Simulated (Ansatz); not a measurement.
CH6AsCu⁺, that is Cu(AsH3)Me with one electron fewer, relaxed as a doublet with UKS B3LYP-D4/def2-SVP in Ansatz, starting from the B3LYP-D4/def2-SVP geometry of the neutral singlet. Force threshold 0.02 eV/Å.

Start:

Cartesian coordinates in Å:
```
Cu 0.146 0.033 0.275
As -0.982 -0.217 -1.774
H -0.986 0.906 -2.796
H -2.476 -0.482 -1.813
H -0.591 -1.320 -2.741
C 1.077 0.238 1.952
H 0.906 -0.629 2.613
H 0.739 1.141 2.490
H 2.167 0.330 1.795
```

Q: Estimate the energy that the relaxation releases and the steps that it takes.

A: 5.8 kcal/mol, in 5 steps; 11 s on 4 threads of INTEL XEON PLATINUM 8581C on a shared host. No frequencies were taken in this run, so the end may be a saddle point.

Q: Does the start keep its bonding and symmetry?

A: By distances, no bond broke or formed. The bond that changes most is Cu1–C6, from 1.93 to 2.01 Å (atoms count from 1). Point group C3 at the start, C3 at the end, both within 0.05 Å.

Q: Predict the relaxed structure.

A: 
```xyz
9

Cu    0.159    0.036    0.294
As   -0.993   -0.219   -1.797
H    -0.949    0.943   -2.754
H    -2.475   -0.481   -1.742
H    -0.545   -1.340   -2.699
C     1.127    0.249    2.041
H     0.842   -0.684    2.548
H     0.667    1.174    2.418
H     2.167    0.322    1.691
```
Bond lengths: 1 × As–Cu 2.40 Å; 1 × C–Cu 2.01 Å; 3 × As–H 1.51 Å; 3 × C–H 1.10 Å.
